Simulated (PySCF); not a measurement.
BiBr2, SMILES [Br][Bi+][Br] (connectivity only; charge and spin as stated), charge +1, multiplicity 1.

The structure is a stationary point at B3LYP-D3(BJ)/def2-SVP. The multiplicity is an assumed one; other spin states were not compared. The isomer is the one that the SMILES or the coordinates give; other isomers of the formula were not compared. The def2 effective core potentials stand for the cores of Bi; spin–orbit coupling is left out.

The numbers are results of PySCF with B3LYP/def2-TZVPD, not measurements.

Isolated molecule, no solvent.

Computed frontier levels, gap, dipole moment and polarisability:
```yaml
highest_occupied_level: -13.35 eV
lowest_empty_level: -10.06 eV
orbital_gap: 3.28 eV
dipole_moment_about_the_centre_of_nuclear_charge: 2.87 D
mean_static_polarisability: 82.3 bohr³ (12.20 Å³)
polarisability_principal_values: 51.8, 77.1, 118.1 bohr³
```
